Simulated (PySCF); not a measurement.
Species: C4H3S3 (charge -1).
Bonds: S1–C2, C2–S3 (aromatic), S3–C4 (aromatic), C4–C5 (aromatic), C5–C6 (aromatic), C6–S7, C2–C6 (aromatic). Hydrogens: H8 on C4; H9 on C5; H10 on S7.

Definitions: NICS(0) = −σiso at the ring centroid; NICS(1) = −σiso and NICS(1)zz = −σzz at ±1 Å along the ring normal z. Level: GIAO PBE0/pcSseg-1 (PySCF, non-relativistic, gas phase) on the GFN2-xTB geometry, one conformer.

Ring bond lengths (Å), with Mayer bond orders in brackets: C2–S3 1.765 (1.06), S3–C4 1.737 (1.11), C4–C5 1.358 (1.56), C5–C6 1.405 (1.25), C6–C2 1.382 (1.40).

Q: Give the NICS values of each ring in ppm.

A: 
```json
{"ring": "C2–S3–C4–C5–C6", "type": "5-membered ring with S; formal bonds all aromatic", "NICS(0)": "-10.3", "NICS(1), two faces": "-8.7 / -8.7", "NICS(1)zz, two faces": "-18.0 / -18.0", "rms pucker (Å)": "0.00", "centre to ring atoms, mean (Å)": "1.30"}
```

Q: What can be read from them?

A: 
- C2–S3–C4–C5–C6: mean NICS(1)zz -18.0 ppm, shielded.

Q: How equal are the bonds by HOMA? Use HOMA with the parameters of Krygowski (1993).

A: 
- C2–S3–C4–C5–C6: HOMA 0.72; the largest term is that of C2–S3, α(R − Ropt)² = 0.73.

Q: Give the inner angles of the rings and the Hirshfeld charges of the ring atoms.

A: 
- C2–S3–C4–C5–C6: C2 108.6° (-0.082 e), S3 91.8° (-0.006 e), C4 111.7° (-0.147 e), C5 112.8° (-0.111 e), C6 115.0° (-0.092 e); sum 540.0° against 540° for a flat convex ring.

The run took 26 s of wall time on one thread, Intel Xeon Platinum 8259CL at 2.50 GHz (x86_64), on a shared host, and the process peaked at 0.75 GiB of memory. This is the whole shielding run at PBE0/pcSseg-1, SCF included.

Conformer computed: `[S-:1][c:2]1[s:3][cH:4][cH:5][c:6]1[SH:7]`: H–S7–C6–C5 180°.
